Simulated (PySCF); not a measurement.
Vertical excitations of a molecule F2H5NSi2 from PySCF 2.14.0 with TDDFT-PBE/def2-SVPD, as energy in eV (oscillator strength): 6.18 (0.006), 6.80 (0.017), 7.16 (0.006), 7.18 (0.006), 7.39 (0.001), 7.71 (0.003), 7.87 (0.005), 8.02 (0.058), 8.22 (0.102), 8.28 (0.016). Lowest triplet (TDA): 5.88 eV. Geometry optimised at PBE0-D3(BJ)/def2-SVP. The values are those of a single conformer.

Task: Which structure fits?
A. N[Si](F)(F)[SiH3]
B. N[SiH2][SiH](F)F
C. N[Si@@H](F)[SiH2]F
D. F[SiH](F)N[SiH3]

Result: D, F[SiH](F)N[SiH3]
